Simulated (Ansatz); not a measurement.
Basis-set series for C3H10InN, SMILES `CC(C)[NH][InH2]`. Total charge 0; spin multiplicity 1. In: def2 effective core potential. Geometry: relaxed with PBE0-D4/def2-TZVP. It is one conformer, not always the lowest.

```
functional       basis  functions  energy (Eh)  HOMO (eV)  LUMO (eV)
   PBE0-D4    def2-SVP        132   -364.86459      -6.26      -0.98
   PBE0-D4  def2-QZVPP        610   -365.07976      -6.37      -1.12
   ωB97M-V    def2-SVP        132   -364.90531      -8.53       0.59
   ωB97M-V  def2-QZVPP        610   -365.13286      -8.67       0.18
```

(1) Give the rows for def2-TZVPP. (Estimate.)

Answers

(1) Computed: 
| functional | basis | functions | energy (Eh) | HOMO (eV) | LUMO (eV) |
| --- | --- | --- | --- | --- | --- |
| PBE0-D4 | def2-TZVPP | 314 | -365.06762 | -6.35 | -1.10 |
| ωB97M-V | def2-TZVPP | 314 | -365.12082 | -8.65 | 0.27 |

Positive LUMOs are unbound and depend on the basis.
